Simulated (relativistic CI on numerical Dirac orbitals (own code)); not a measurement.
Mg II: computed level list

Computed by Dirac-Coulomb-Breit CI, orbitals from a KLI potential per configuration, model QED (radiative potential, 1s self-energy scaled to tabulated hydrogen-like ionisation energies), valence Slater integrals scaled by 0.85, P86 correlation energy added to each configuration (own radial code, finite nucleus).

Configuration list (outside the closed core [Ne]): 3s, 3p, 4s, 3d, 4p, 5s, 4d, 4f, 5p, 6s, 5d, 5g, 5f, 6p, 7s, 6d, 7p. Levels of other configurations are missing.

The lowest level is 3s ²S1/2, with 100 % of that term; Hund's rules for 3s give ²S with J = 1/2, in agreement.

```tsv
No.	Configuration	Term	J	E (cm⁻¹)	%	Lifetime (s)	jj configuration (%)
1	3s	²S	1/2	0.0	100		3s (100)
2	3p	²P°	1/2	34791.9	100	3.90e-09	3p1/2 (100)
3	3p	²P°	3/2	34875.5	100	3.87e-09	3p3/2 (100)
4	4s	²S	1/2	69163.5	100	2.93e-09	4s (100)
5	3d	²D	5/2	69916.9	100	2.10e-09	3d5/2 (100)
6	3d	²D	3/2	69918.5	100	2.09e-09	3d3/2 (100)
7	4p	²P°	1/2	80057.3	100	1.66e-08	4p1/2 (100)
8	4p	²P°	3/2	80084.5	100	1.65e-08	4p3/2 (100)
9	5s	²S	1/2	92240.0	100	5.12e-09	5s (100)
10	4d	²D	5/2	92670.0	100	7.27e-09	4d5/2 (100)
11	4d	²D	3/2	92671.0	100	7.22e-09	4d3/2 (100)
12	4f	²F°	5/2	94834.5	100	2.99e-09	4f5/2 (100)
13	4f	²F°	7/2	94834.6	100	2.99e-09	4f7/2 (100)
14	5p	²P°	1/2	97089.5	100		5p1/2 (100)
15	5p	²P°	3/2	97101.1	100		5p3/2 (100)
16	6s	²S	1/2	102937.1	100	8.54e-09	6s (100)
17	5d	²D	5/2	103192.4	100		5d5/2 (100)
18	5d	²D	3/2	103193.0	100		5d3/2 (100)
19	5g	²G	7/2	104708.7	100		5g7/2 (100)
20	5g	²G	9/2	104708.7	100		5g9/2 (100)
21	5f	²F°	5/2	104710.6	100	5.83e-09	5f5/2 (100)
22	5f	²F°	7/2	104710.7	100	5.83e-09	5f7/2 (100)
23	6p	²P°	1/2	105519.3	100		6p1/2 (100)
24	6p	²P°	3/2	105525.2	100		6p3/2 (100)
25	7s	²S	1/2	108801.5	100	1.33e-08	7s (100)
26	6d	²D	5/2	108951.8	100		6d5/2 (100)
27	6d	²D	3/2	108952.2	100		6d3/2 (100)
28	7p	²P°	1/2	110341.8	100		7p1/2 (100)
29	7p	²P°	3/2	110345.2	100		7p3/2 (100)
```

Energies count from the lowest computed level; ° marks odd parity; lifetimes are radiative, by E1, M1, E2, M2, E3 decay to levels of this space only; some are left blank where a channel outside the calculation adds to the decay or the decay crosses a small, uncertain gap. Filled j subshells are mostly left out of the jj labels.

The mean weight of the leading LS term, summed over parents, in these 29 levels is 100 %, and that of the leading jj configuration (from the same eigenvectors) 100 %.

For a near-neutral ion this model can misplace configurations by up to about 10,000 cm⁻¹ (more where the count of f electrons changes) and terms by 10 to 25 % of their spread. Rates follow the energies as ν³ (E1, M1) or ν⁵ (E2), so they and the lifetimes can be off by large factors. The fine structure of a lone outer electron comes out too small, for d and f at times inverted, and misplaced configurations move strength between like terms. 15 of the 15 excited levels that our extract of the measured tables holds in this range could be paired (the sources list more); they are missed by 771 cm⁻¹ on average and 1573 at most, and levels without a partner can miss by more.
